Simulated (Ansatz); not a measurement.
C$_{2}$H$_{7}$Sb (SMILES C=C.[SbH3]), closed shell: a relaxation.

Input (in.yaml):

```yaml
crystal:
  periodic: [false, false, false]
  atoms:
    - {symbol: C, position_ang: [0.345962, 0.322691, -1.607304]}
    - {symbol: C, position_ang: [-0.788803, -0.379940, -1.462419]}
    - {symbol: H, position_ang: [0.381133, 1.410828, -1.432873]}
    - {symbol: H, position_ang: [1.292089, -0.159039, -1.904304]}
    - {symbol: H, position_ang: [-0.824989, -1.468249, -1.635013]}
    - {symbol: H, position_ang: [-1.732727, 0.104943, -1.164249]}
    - {symbol: Sb, position_ang: [0.426901, -0.640639, 2.016074]}
    - {symbol: H, position_ang: [1.340795, 0.758838, 1.558590]}
    - {symbol: H, position_ang: [0.603354, -0.222249, 3.696762]}
    - {symbol: H, position_ang: [-1.043714, 0.272815, 1.934837]}
basis:
  gaussian: {orbitals: def2-TZVP}
hamiltonian: {xc: pbe0, dispersion: d4}
relax: {f_tol: 0.005, max_steps: 200}
```

Run by:

```bash
ansatz run in.yaml --threads 4 --pin off --events-out ev --progress --plain --max-ram 9574MiB
```

Output of Ansatz 0.2.0:

```
Functional definition: PBE0
  name "PBE0"
  cite "Adamo & Barone, J. Chem. Phys. 110, 6158 (1999) doi:10.1063/1.478522"
  cite "Perdew, Burke & Ernzerhof, Phys. Rev. Lett. 77, 3865 (1996) doi:10.1103/PhysRevLett.77.3865"
  parent pbe
  parameter a = 0.25
  parameter kappa = 0.804
  parameter beta = 0.06672455060314922
  exchange = (1 - a)*pbe_x(kappa = kappa, mu = beta*pi^2/3) + a*exact_x
  correlation = pbe_c(beta = beta)
1109 factors; their error is unknown
mean field evaluation 1: about -8717.4608 eV, gradient 4.4e1 eV
mean field evaluation 2: about -8716.4286 eV, gradient 4.7e1 eV
mean field evaluation 4: about -8722.2008 eV, gradient 1.5e0 eV
mean field evaluation 8: about -8722.2074 eV, gradient 3.4e-2 eV
mean field evaluation 16: about -8722.3770 eV, gradient 1.0e-4 eV
mean field -8722.37699275 eV, -320.5414422440 hartree, gradient 3.9e-5 eV, S^2 0.000000; 0 other end points of the search recorded, 0 dependent functions left out
the calculation of the forces begins
reference -8722.37702820 eV, -320.5414435469 hartree; 21, 21 occupied and 133, 133 virtual orbitals, 1109 factors
relax step   1: F+E_penalty+E_count = -8722.51701978 eV  Δ(F+E_penalty+E_count) = +0.000e0 eV  max|allowed force component| = 6.438e-1 eV/Å  Δτ_max = 0.0000 Å  (28 SCF iters, accepted)
relax step   2: F+E_penalty+E_count = -8722.55451661 eV  Δ(F+E_penalty+E_count) = -3.750e-2 eV  max|allowed force component| = 5.257e-1 eV/Å  Δτ_max = 0.0620 Å  (31 SCF iters, accepted)
relax step   3: F+E_penalty+E_count = -8722.56577473 eV  Δ(F+E_penalty+E_count) = -1.126e-2 eV  max|allowed force component| = 3.316e-2 eV/Å  Δτ_max = 0.0349 Å  (31 SCF iters, accepted)
relax step   4: F+E_penalty+E_count = -8722.56598636 eV  Δ(F+E_penalty+E_count) = -2.116e-4 eV  max|allowed force component| = 1.361e-2 eV/Å  Δτ_max = 0.0072 Å  (31 SCF iters, accepted)
relax step   5: F+E_penalty+E_count = -8722.56608320 eV  Δ(F+E_penalty+E_count) = -9.684e-5 eV  max|allowed force component| = 1.218e-2 eV/Å  Δτ_max = 0.0135 Å  (31 SCF iters, accepted)
relax step   6: F+E_penalty+E_count = -8722.56477733 eV  Δ(F+E_penalty+E_count) = +1.306e-3 eV  max|allowed force component| = 1.019e-1 eV/Å  Δτ_max = 0.0137 Å  (31 SCF iters, rejected (line search))
relax step   7: F+E_penalty+E_count = -8722.56613891 eV  Δ(F+E_penalty+E_count) = -5.571e-5 eV  max|allowed force component| = 5.141e-3 eV/Å  Δτ_max = 0.0066 Å  (32 SCF iters, accepted)
relax step   8: F+E_penalty+E_count = -8722.56617168 eV  Δ(F+E_penalty+E_count) = -3.277e-5 eV  max|allowed force component| = 5.642e-3 eV/Å  Δτ_max = 0.0131 Å  (32 SCF iters, accepted)
relax step   9: F+E_penalty+E_count = -8722.56618802 eV  Δ(F+E_penalty+E_count) = -1.633e-5 eV  max|allowed force component| = 5.573e-3 eV/Å  Δτ_max = 0.0168 Å  (31 SCF iters, accepted)
relax step  10: F+E_penalty+E_count = -8722.56625000 eV  Δ(F+E_penalty+E_count) = -6.198e-5 eV  max|allowed force component| = 5.462e-3 eV/Å  Δτ_max = 0.0112 Å  (31 SCF iters, accepted)
relax step  11: F+E_penalty+E_count = -8722.56518376 eV  Δ(F+E_penalty+E_count) = +1.066e-3 eV  max|allowed force component| = 2.087e-1 eV/Å  Δτ_max = 0.1438 Å  (30 SCF iters, rejected (line search))
relax step  12: F+E_penalty+E_count = -8722.55548267 eV  Δ(F+E_penalty+E_count) = +1.077e-2 eV  max|allowed force component| = 8.329e-1 eV/Å  Δτ_max = 0.0320 Å  (31 SCF iters, rejected (line search))
relax step  13: F+E_penalty+E_count = -8722.56634402 eV  Δ(F+E_penalty+E_count) = -9.403e-5 eV  max|allowed force component| = 2.530e-3 eV/Å  Δτ_max = 0.0160 Å  (32 SCF iters, accepted)
relax step  14: F+E_penalty+E_count = -8722.56658065 eV  Δ(F+E_penalty+E_count) = -2.366e-4 eV  max|allowed force component| = 8.842e-2 eV/Å  Δτ_max = 0.0990 Å  (30 SCF iters, accepted)
relax step  15: F+E_penalty+E_count = -8722.56648330 eV  Δ(F+E_penalty+E_count) = +9.735e-5 eV  max|allowed force component| = 5.979e-2 eV/Å  Δτ_max = 0.0230 Å  (31 SCF iters, rejected (line search))
relax step  16: F+E_penalty+E_count = -8722.56689905 eV  Δ(F+E_penalty+E_count) = -3.184e-4 eV  max|allowed force component| = 3.159e-2 eV/Å  Δτ_max = 0.0115 Å  (31 SCF iters, accepted)
relax step  17: F+E_penalty+E_count = -8722.56696318 eV  Δ(F+E_penalty+E_count) = -6.413e-5 eV  max|allowed force component| = 1.723e-2 eV/Å  Δτ_max = 0.0283 Å  (31 SCF iters, accepted)
relax step  18: F+E_penalty+E_count = -8722.56729821 eV  Δ(F+E_penalty+E_count) = -3.350e-4 eV  max|allowed force component| = 2.333e-2 eV/Å  Δτ_max = 0.0486 Å  (30 SCF iters, accepted)
relax step  19: F+E_penalty+E_count = -8722.56739846 eV  Δ(F+E_penalty+E_count) = -1.003e-4 eV  max|allowed force component| = 8.266e-2 eV/Å  Δτ_max = 0.0713 Å  (30 SCF iters, accepted)
relax step  20: F+E_penalty+E_count = -8722.56768179 eV  Δ(F+E_penalty+E_count) = -2.833e-4 eV  max|allowed force component| = 4.028e-2 eV/Å  Δτ_max = 0.0049 Å  (31 SCF iters, accepted)
relax step  21: F+E_penalty+E_count = -8722.56806239 eV  Δ(F+E_penalty+E_count) = -3.806e-4 eV  max|allowed force component| = 3.568e-3 eV/Å  Δτ_max = 0.0286 Å  (30 SCF iters, accepted)
relax step  22: F+E_penalty+E_count = -8722.56832739 eV  Δ(F+E_penalty+E_count) = -2.650e-4 eV  max|allowed force component| = 6.944e-2 eV/Å  Δτ_max = 0.0913 Å  (30 SCF iters, accepted)
relax step  23: F+E_penalty+E_count = -8722.56843106 eV  Δ(F+E_penalty+E_count) = -1.037e-4 eV  max|allowed force component| = 1.550e-1 eV/Å  Δτ_max = 0.0769 Å  (30 SCF iters, accepted)
relax step  24: F+E_penalty+E_count = -8722.56883101 eV  Δ(F+E_penalty+E_count) = -3.999e-4 eV  max|allowed force component| = 1.133e-1 eV/Å  Δτ_max = 0.0091 Å  (32 SCF iters, accepted)
relax step  25: F+E_penalty+E_count = -8722.56935867 eV  Δ(F+E_penalty+E_count) = -5.277e-4 eV  max|allowed force component| = 2.877e-3 eV/Å  Δτ_max = 0.0271 Å  (31 SCF iters, accepted)
relax step  26: F+E_penalty+E_count = -8722.56962051 eV  Δ(F+E_penalty+E_count) = -2.618e-4 eV  max|allowed force component| = 3.730e-2 eV/Å  Δτ_max = 0.0599 Å  (30 SCF iters, accepted)
relax step  27: F+E_penalty+E_count = -8722.56971261 eV  Δ(F+E_penalty+E_count) = -9.210e-5 eV  max|allowed force component| = 6.835e-2 eV/Å  Δτ_max = 0.0457 Å  (30 SCF iters, accepted)
relax step  28: F+E_penalty+E_count = -8722.56985594 eV  Δ(F+E_penalty+E_count) = -1.433e-4 eV  max|allowed force component| = 6.014e-2 eV/Å  Δτ_max = 0.0032 Å  (31 SCF iters, accepted)
relax step  29: F+E_penalty+E_count = -8722.57010157 eV  Δ(F+E_penalty+E_count) = -2.456e-4 eV  max|allowed force component| = 2.176e-3 eV/Å  Δτ_max = 0.0184 Å  (32 SCF iters, accepted)
Total energy: -8722.57013693 eV, -320.5485401619 hartree
Atom 0 at     0.247585     0.408920    -1.557191 Å, force     0.000690     0.001335     0.000246 eV/Å
Atom 1 at    -0.741626    -0.467680    -1.477773 Å, force    -0.000582    -0.000226    -0.000961 eV/Å
Atom 2 at     0.095120     1.461106    -1.342578 Å, force    -0.000892     0.000104     0.000665 eV/Å
Atom 3 at     1.251684     0.109935    -1.837943 Å, force     0.000525     0.000911    -0.000128 eV/Å
Atom 4 at    -0.589515    -1.519867    -1.692339 Å, force     0.000628    -0.001536     0.000426 eV/Å
Atom 5 at    -1.746024    -0.168184    -1.198081 Å, force    -0.001009    -0.000529    -0.000125 eV/Å
Atom 6 at     0.164514    -0.611903     2.064509 Å, force    -0.000274     0.000785    -0.000338 eV/Å
Atom 7 at     1.566269     0.176025     1.494581 Å, force    -0.000166    -0.002176     0.000419 eV/Å
Atom 8 at     0.526663    -0.186628     3.684309 Å, force     0.000121     0.000186     0.000139 eV/Å
Atom 9 at    -0.774671     0.798275     1.862607 Å, force     0.000961     0.001146    -0.000344 eV/Å
Dipole moment:    -0.025879    -0.054625    -0.111347 e Å

[the SCF lines of later steps are left out]
```

The lines “mean field evaluation” count trial sets of orbitals through the whole run, from several starts and some on an approximate energy, so they need not fall steadily or lie above the final value.

Hardware: 4 CPU threads of an AMD EPYC 7R43, shared host. Wall time about 2.9 min.
